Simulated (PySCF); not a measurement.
ethylene glycol (C2H6O2), SMILES OCCO. Atoms are numbered in the order given.

```xyz
10

O      1.3521    -0.5122    -0.0233
C      0.6142     0.6780    -0.2555
C     -0.8330     0.2540    -0.4344
O     -1.2990    -0.4357     0.6986
H      2.2233    -0.2822     0.3202
H      0.6845     1.3670     0.6085
H      0.9705     1.2166    -1.1567
H     -1.4680     1.1433    -0.5799
H     -0.9093    -0.3636    -1.3542
H     -0.6127    -1.0902     0.8988
```

Geometry: B3LYP-D3(BJ)/def2-SVP. One conformer was computed; it need not be the lowest.

The numbers are results of TDDFT-ωB97X/def2-SVPD (PySCF), not measurements.

Vertical excitations. The molecule is in vacuum.

Computed lowest excited states:
```json
[
 {"state": "S1", "energy (eV)": "7.58", "λ (nm)": "164", "f": "0.004", "main pairs": "HOMO−1→LUMO 87 %"},
 {"state": "S2", "energy (eV)": "7.85", "λ (nm)": "158", "f": "0.014", "main pairs": "HOMO→LUMO 52 %, HOMO→LUMO+2 32 %"},
 {"state": "S3", "energy (eV)": "8.76", "λ (nm)": "141", "f": "0.021", "main pairs": "HOMO→LUMO+1 83 %"},
 {"state": "S4", "energy (eV)": "8.94", "λ (nm)": "139", "f": "0.014", "main pairs": "HOMO→LUMO+2 47 %, HOMO→LUMO 26 %, HOMO−3→LUMO 11 %"},
 {"state": "S5", "energy (eV)": "9.17", "λ (nm)": "135", "f": "0.052", "main pairs": "HOMO−1→LUMO+1 75 %"},
 {"state": "S6", "energy (eV)": "9.44", "λ (nm)": "131", "f": "0.094", "main pairs": "HOMO→LUMO+3 48 %, HOMO−2→LUMO 19 %, HOMO−3→LUMO 9 %"},
 {"state": "S7", "energy (eV)": "9.58", "λ (nm)": "129", "f": "0.038", "main pairs": "HOMO−1→LUMO+2 55 %, HOMO→LUMO+3 9 %"},
 {"state": "S8", "energy (eV)": "9.67", "λ (nm)": "128", "f": "0.003", "main pairs": "HOMO−2→LUMO 27 %, HOMO−2→LUMO+2 13 %, HOMO→LUMO+3 12 %, HOMO−1→LUMO+3 11 %"},
 {"state": "S9", "energy (eV)": "9.84", "λ (nm)": "126", "f": "0.059", "main pairs": "HOMO−1→LUMO+3 44 %, HOMO−1→LUMO+5 11 %, HOMO−3→LUMO 10 %"},
 {"state": "S10", "energy (eV)": "9.86", "λ (nm)": "126", "f": "0.012", "main pairs": "HOMO→LUMO+5 27 %, HOMO−1→LUMO+3 18 %, HOMO→LUMO+4 18 %, HOMO−3→LUMO 11 %"},
 {"state": "T1", "energy (eV)": "7.30", "λ (nm)": "170", "f": "0", "main pairs": "HOMO−1→LUMO 82 %"},
 {"state": "T2", "energy (eV)": "7.60", "λ (nm)": "163", "f": "0", "main pairs": "HOMO→LUMO 45 %, HOMO→LUMO+2 34 %"},
 {"state": "T3", "energy (eV)": "8.62", "λ (nm)": "144", "f": "0", "main pairs": "HOMO→LUMO+1 69 %, HOMO→LUMO 11 %"},
 {"state": "T4", "energy (eV)": "8.77", "λ (nm)": "141", "f": "0", "main pairs": "HOMO→LUMO+2 35 %, HOMO→LUMO 19 %, HOMO−3→LUMO 14 %, HOMO→LUMO+1 13 %"}
]
```
Triplets are in the Tamm–Dancoff approximation, which puts them higher than full response would, so one can lie above its singlet here.
